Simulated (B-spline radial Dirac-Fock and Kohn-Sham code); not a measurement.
# Ni 3d3/2: cross section and angular parameters

System: neutral nickel, [Ar] 3d8 4s2; threshold 14.07 eV (orbital energy of the model). Method: Dirac-Hartree-Slater photoionisation with a Latter tail; cross sections with all multipoles, angular parameters from the dipole term and its interference with E2. Computed with a radial finite-basis atomic code.

The run's input, task.json:

```json
{"items": [{
  "Z": 28,
  "q": 0,
  "cfg": [[1, 0, 2], [2, 0, 2], [2, 1, 6], [3, 0, 2], [3, 1, 6], [3, 2, 8], [4, 0, 2]],
  "A": 58,
  "rrms": 3.7757,
  "do": "xps",
  "hv": [53.1, 100, 102.0, 150, 157.0, 206.0, 298.0, 330.0, 366.0, 419.0, 600, 881.0, 911.0, 953.0, 1020.0, 1120.0, 1280.0, 1330.0, 1486.9, 1700.0, 2000, 2780.0, 4000, 4610.0, 5270.0, 5414.7, 7520.0, 9410.0, 11200.0, 15000],
  "edges": {"K": 8333.0, "L1": 1008.6, "L2": 870.0, "L3": 852.7, "M1": 110.8, "M2": 68.0, "M3": 66.2}
}]}
```

Launch: `python xray2_run.py task.json out`

```
hν (eV)    σ (kb)      β       γ      δ
   53.1      3680  0.230  -0.001  0.011
    100      2580  0.681   0.012  0.016
    102      2530  0.694   0.013  0.016
    150      1460  0.927   0.029  0.020
    157      1350  0.951   0.032  0.020
    206       793  1.075   0.053  0.024
    298       332  1.188   0.102  0.030
    330       255  1.207   0.120  0.032
    366       193  1.221   0.141  0.034
    419       133  1.230   0.172  0.037
    600      45.7  1.211   0.273  0.047
    881      13.4  1.129   0.400  0.064
    911      12.0  1.119   0.412  0.066
    953      10.3  1.105   0.428  0.068
   1020      8.18  1.084   0.451  0.072
   1120      5.94  1.052   0.484  0.078
   1280         ?      ?       ?      ?
   1330      3.26  0.990   0.542  0.091
 1486.9      2.20  0.948   0.579  0.101
   1700      1.36  0.896   0.623  0.114
   2000     0.746  0.833   0.674  0.133
   2780     0.214  0.710   0.776  0.180
   4000    0.0510  0.584   0.880  0.248
   4610    0.0287  0.537   0.917  0.280
   5270    0.0165  0.495   0.947  0.314
 5414.7    0.0148  0.487   0.953  0.321
   7520   0.00369  0.390   1.005  0.418
   9410   0.00141  0.331   1.019  0.496
  11200  0.000659  0.293   1.021  0.563
  15000  0.000183  0.238   1.023  0.691
```

Q: Give the values at 1280 eV.

A: σ = 3.74 kb, β = 1.005, γ = 0.529, δ = 0.088.
